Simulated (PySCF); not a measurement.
Cl2Mn (SMILES [Cl][Mn][Cl]), sextet, at a GFN2-xTB geometry (such geometries of metal compounds can be far from the true shape); SVWN5/STO-3G (PySCF).

Here is a job for PySCF.
```python
from pyscf import gto, scf, dft

mol = gto.Mole()
mol.atom = '''
    Mn    0.00000000    0.00000000    0.00000000
    Cl    0.00000000    0.00000000    1.97614452
    Cl   -0.00000000   -0.00000000   -1.97614452
'''
mol.basis = 'sto-3g'
mol.spin = 5
mol.verbose = 4
mol.symmetry = True
mol.symmetry_subgroup = 'C2v'
mol.build()

mf = dft.UKS(mol)
mf.xc = 'lda,vwn'
mf.kernel()
mf.analyze()
```

Question: Write the output that PySCF gives for this input, abridged.

Answer: 
```
PySCF version 2.14.0

[INPUT] verbose = 4
[INPUT] num. atoms = 3
[INPUT] num. electrons = 59
[INPUT] charge = 0
[INPUT] spin (= nelec alpha-beta = 2S) = 5
[INPUT] symmetry True subgroup C2v
[INPUT] Mole.unit = angstrom
[INPUT] Symbol           X                Y                Z      unit          X                Y                Z       unit  Magmom
[...]
nuclear repulsion = 266.309842693054
point group symmetry = Dooh, use subgroup C2v
symmetry origin: [0. 0. 0.]
symmetry axis x: [1. 0. 0.]
symmetry axis y: [0. 1. 0.]
symmetry axis z: [0. 0. 1.]
num. orbitals of irrep A1 = 19
num. orbitals of irrep A2 = 1
num. orbitals of irrep B1 = 8
num. orbitals of irrep B2 = 8
number of shells = 18
number of NR pGTOs = 108
number of NR cGTOs = 36
basis = sto-3g
ecp = {}

******** <class 'pyscf.dft.uks_symm.SymAdaptedUKS'> ********
method = SymAdaptedUKS
initial guess = minao
damping factor = 0
level_shift factor = 0
DIIS = <class 'pyscf.scf.diis.CDIIS'>
diis_start_cycle = 1
diis_space = 8
diis_damp = 0
SCF conv_tol = 1e-09
SCF conv_tol_grad = None
SCF max_cycles = 50
direct_scf = True
direct_scf_tol = 1e-13
number electrons alpha = 32  beta = 27
XC library pyscf.dft.libxc version 7.1.2
    S. Lehtola, C. Steigemann, M. J. T. Oliveira, and M. A. L. Marques,  SoftwareX 7, 1–5 (2018)
XC functionals = lda,vwn
    P. A. M. Dirac,  Math. Proc. Cambridge Philos. Soc. 26, 376 (1930)
    F. Bloch,  Z. Phys. 57, 545 (1929)
    S. H. Vosko, L. Wilk, and M. Nusair,  Can. J. Phys. 58, 1200 (1980)
radial grids:
    Treutler-Ahlrichs [JCP 102, 346 (1995); DOI:10.1063/1.469408] (M4) radial grids

becke partition: Becke, JCP 88, 2547 (1988); DOI:10.1063/1.454033
pruning grids: <function nwchem_prune>
grids dens level: 3
symmetrized grids: True
atomic radii adjust function: <function treutler_atomic_radii_adjust>
small_rho_cutoff = 0
Freeze 0 electrons in irreps []
    59 free electrons in irreps A1 A2 B1 B2
Set gradient conv threshold to 3.16228e-05
tot grids = 58664
init E= -2041.01554127139

cycle= 1 E= -2039.94999393362  delta_E= 1.07  |g|= 1.48  |ddm|= 6.78

cycle= 2 E= -2025.96222272623  delta_E=   14  |g|= 2.48  |ddm|= 7.31

cycle= 3 E= -2043.51896641286  delta_E= -17.6  |g|= 0.304  |ddm|=  5.1

cycle= 4 E= -2042.53460034125  delta_E= 0.984  |g|= 0.753  |ddm|= 2.64

cycle= 5 E= -2042.52382550092  delta_E= 0.0108  |g|= 0.76  |ddm|= 0.0248

cycle= 6 E= -2042.48004822245  delta_E= 0.0438  |g|= 0.785  |ddm|= 0.0847

[...]
converged SCF energy = -2043.65332659027  <S^2> = 8.7620366  2S+1 = 6.0040109
Total Energy =                       -2043.653326590268989
[...]
alpha MO #36 (A1 #19), energy= 0.389777089971636 occ= 0
beta  MO #1 (A1 #1), energy= -231.336686439326 occ= 1
beta  MO #2 (A1 #2), energy= -99.1940817171601 occ= 1
beta  MO #3 (A1 #3), energy= -99.1940333529007 occ= 1
beta  MO #4 (A1 #4), energy= -26.3247670115185 occ= 1
beta  MO #5 (A1 #5), energy= -23.0833025380086 occ= 1
beta  MO #6 (B2 #1), energy= -23.0729753847609 occ= 1
beta  MO #7 (B1 #1), energy= -23.0729753838164 occ= 1
beta  MO #8 (A1 #6), energy= -8.87845741207603 occ= 1
beta  MO #9 (A1 #7), energy= -8.87658813289776 occ= 1
beta  MO #10 (A1 #8), energy= -6.76853439963693 occ= 1
beta  MO #11 (A1 #9), energy= -6.76735928924834 occ= 1
beta  MO #12 (B1 #2), energy= -6.75888463306157 occ= 1
beta  MO #13 (B2 #2), energy= -6.75888463299936 occ= 1
beta  MO #14 (B1 #3), energy= -6.75842576684543 occ= 1
beta  MO #15 (B2 #3), energy= -6.75842576678324 occ= 1
beta  MO #16 (A1 #10), energy= -2.88521494680647 occ= 1
beta  MO #17 (A1 #11), energy= -1.85564981484573 occ= 1
beta  MO #18 (B2 #4), energy= -1.8093428656536 occ= 1
beta  MO #19 (B1 #4), energy= -1.80934286361562 occ= 1
beta  MO #20 (A1 #12), energy= -0.688947790157051 occ= 1
beta  MO #21 (A1 #13), energy= -0.666401190397028 occ= 1
beta  MO #22 (A1 #14), energy= -0.298043350800412 occ= 1
beta  MO #23 (A1 #15), energy= -0.252233189269606 occ= 1
beta  MO #24 (B1 #5), energy= -0.239870552584079 occ= 1
beta  MO #25 (B2 #5), energy= -0.23987055254645 occ= 1
beta  MO #26 (B1 #6), energy= -0.229917522597775 occ= 1
beta  MO #27 (B2 #6), energy= -0.229917522542272 occ= 1
beta  MO #28 (A1 #16), energy= -0.0745755949190299 occ= 0
beta  MO #29 (B2 #7), energy= 0.0896878022035069 occ= 0
beta  MO #30 (B1 #7), energy= 0.089687802512635 occ= 0
beta  MO #31 (B2 #8), energy= 0.145164327870784 occ= 0
beta  MO #32 (B1 #8), energy= 0.14516432892139 occ= 0
beta  MO #33 (A1 #17), energy= 0.152775334047705 occ= 0
beta  MO #34 (A2 #1), energy= 0.152776042768128 occ= 0
beta  MO #35 (A1 #18), energy= 0.250700182663863 occ= 0
beta  MO #36 (A1 #19), energy= 0.423136546034699 occ= 0
 ** Mulliken pop alpha/beta on meta-lowdin orthogonal AOs **
 ** Mulliken pop       alpha | beta **
[...]
In total            32.00000 | 27.00000
 ** Mulliken atomic charges   ( Nelec_alpha | Nelec_beta ) **
charge of  0Mn =      1.06689  (    14.47776      9.45536 )
charge of  1Cl =     -0.53344  (     8.76112      8.77232 )
charge of  2Cl =     -0.53344  (     8.76112      8.77232 )
Dipole moment(X, Y, Z, Debye):  0.00000,  0.00000,  0.00000
```
